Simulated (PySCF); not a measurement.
## Stationary points of Nb3N

All numbers come from PBE0 in PySCF with N def2-TZVP, Nb def2-TZVP with ECP28; scalar-relativistic core potentials, no spin–orbit coupling; density-fitted integrals.

Relaxations began from a few typed shapes. The search is not exhaustive: other isomers or separated fragments can lie lower, and high-lying points may rest on an excited occupation.

Order these stationary points by electronic energy, lowest first, in kJ/mol from the lowest minimum.
A. singlet C3v: Nb–Nb 2.442 Å (×3), N–Nb 1.982 Å (×3); Nb–Nb–Nb 60.0° (×3), Nb–N–Nb 76.0° (×3), N–Nb–Nb 52.0° (×6)
B. singlet D3h: Nb–Nb 3.165 Å (×3), N–Nb 1.827 Å (×3); Nb–Nb–Nb 60.0° (×3), Nb–N–Nb 120.0° (×3), N–Nb–Nb 30.0° (×6)

A (0.0), B (446.1).

Which of them are minima?

By energy in kJ/mol, 0.0: minimum; 446.1: saddle point, 3 imaginary modes.

For the lowest minimum: stability towards spin polarisation was not tested. The small gap makes a closed-shell description doubtful.

The electron or spin density has lower symmetry than the nuclear frame for the singlet D3h at 446.1 kJ/mol.
